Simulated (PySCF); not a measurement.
Atom-mapped SMILES (the numbers label the heavy atoms): `[CH:1]#[C:2][C:3](=[CH2:4])[SiH2:5][C:6]([F:7])([F:8])[F:9]`. Each H is labelled by its parent atom. Ha(C4) is cis to C2; Hb(C4) is trans to C2.

Method: GIAO PBE0/pcSseg-1 shieldings, GFN2-xTB structure, in PySCF 2.14.0 with density-fitted response routines (no solvent, rapidly exchanging positions averaged, one conformer, non-relativistic Hamiltonian).

**Question.** Predict the 2D correlation tables (HSQC, COSY, HMBC).

**Answer.** 

HSQC (one-bond C–H):
```csv
δH,δC
7.05 (Ha(C4)),156.4 (C4)
6.82 (Hb(C4)),156.4 (C4)
3.04 (H(C1)),92.5 (C1)
```

COSY cross peaks (H two or three bonds apart, from the bond graph; peaks can be absent where the dihedral angle is near 90°):
```csv
δH,δH
7.05 (Ha(C4)),6.82 (Hb(C4))
```

HMBC (two and three bonds, from the bond graph):
```csv
δH,δC
7.05 (Ha(C4)),"124.4 (C3), 87.0 (C2)"
6.82 (Hb(C4)),"124.4 (C3), 87.0 (C2)"
4.58 (H(Si5)),"156.4 (C4), 139.5 (C6), 124.4 (C3), 87.0 (C2)"
3.04 (H(C1)),"124.4 (C3), 87.0 (C2)"
```

Referencing at the same level of theory: 1H (σ = 31.72 ppm), 13C (σ = 186.93 ppm) vs TMS.

Shifts are as computed. Against solution values, carbons near 30 ppm lie about +3 ppm off and those near 130 ppm about +5 ppm. Of 1211 compounds with measured shifts, 218 miss one by over three times the rms of a fit or turn the order of signals round; such compounds aren't used in these exercises.
